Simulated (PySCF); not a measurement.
SMILES [CH2](C)[In]([F])[F] (C2H5F2In), PBE0/def2-SVP optimised geometry.

```
10

In     0.71     0.24     0.00
F      0.12     2.11     0.00
F      2.67     0.24     0.00
C     -0.59    -1.47    -0.01
C     -2.07    -1.14     0.11
H     -0.23    -2.11     0.81
H     -0.35    -2.00    -0.95
H     -2.42    -0.50    -0.71
H     -2.30    -0.63     1.05
H     -2.67    -2.07     0.08
```

Density from PBE0/def2-TZVP, def2 effective core potentials past Kr in PySCF at that geometry. The core electrons that the potentials of In replace are not part of the density.

Minimum of the electron density along straight lines between bonded atoms, close to the bond critical point (lines longer than 1.1 times the sum of covalent radii, or with two minima, are not listed):

```csv
bond,length / Å,ρ at the minimum / e bohr⁻³,∇²ρ there / e bohr⁻⁵,position (fraction from the first atom)
In1–F2,1.959,0.111,0.59,0.52
In1–F3,1.957,0.111,0.59,0.52
In1–C4,2.148,0.101,0.12,0.52
C4–C5,1.520,0.245,-0.60,0.51
C4–H6,1.101,0.272,-0.90,0.64
C4–H7,1.101,0.271,-0.90,0.64
C5–H8,1.100,0.273,-0.92,0.64
C5–H9,1.100,0.273,-0.92,0.64
C5–H10,1.103,0.271,-0.91,0.64
```
